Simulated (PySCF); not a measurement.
C₂H₉FSi₂, SMILES C[C@H]([SiH3])[SiH2]F.

The structure is a stationary point at PBE-D3(BJ)/def2-SVP. The structure was generated by enumeration; whether it is a known compound was not checked. The values are those of a single conformer.

Level of theory: PySCF with PBE-D3(BJ)/def2-SVP.

Frequencies are harmonic and unscaled.

Computed vibrational spectrum:
```tsv
mode	ν (cm⁻¹)	IR (km/mol)	moving atoms (share of kinetic energy)
1	49	1.4	F 37 %, Si 29 %, H 27 %
2	113	0.2	H 89 %
3	124	3.7	F 29 %, Si 27 %, C 25 %, H 19 %
4	191	0.4	C 30 %, H 28 %, Si 24 %, F 18 %
5	200	0.0	H 95 %
6	243	0.9	H 47 %, C 44 %, Si 9 %
7	278	6.7	Si 46 %, F 23 %, H 18 %, C 13 %
8	520	2.1	H 50 %, Si 32 %, C 18 %
9	558	5.5	H 79 %, Si 18 %
10	610	27.6	H 66 %, C 17 %, Si 16 %
11	685	75.6	H 54 %, C 29 %, Si 16 %
12	721	5.7	H 88 %
13	758	44.7	C 43 %, H 40 %, Si 15 %
14	826	16.4	F 48 %, H 32 %, Si 18 %
15	873	342.3	H 86 %, Si 11 %
16	906	84.2	H 78 %, Si 17 %
17	908	20.6	H 97 %
18	913	31.5	H 96 %
19	924	111.0	H 83 %, Si 11 %
20	950	16.0	H 80 %, C 18 %
21	982	42.8	H 88 %, C 8 %
22	1030	24.8	C 78 %, H 22 %
23	1089	34.9	H 55 %, C 43 %
24	1214	3.2	H 70 %, C 29 %
25	1343	1.0	H 83 %, C 17 %
26	1420	6.3	H 97 %
27	1428	9.0	H 97 %
28	2155	66.4	H 99 %
29	2164	59.9	H 96 %
30	2167	54.1	H 96 %
31	2173	114.6	H 98 %
32	2183	171.1	H 96 %
33	2960	23.3	H 97 %
34	2966	4.5	H 93 %
35	3044	11.9	H 91 %, C 9 %
36	3051	8.5	H 91 %, C 9 %
```
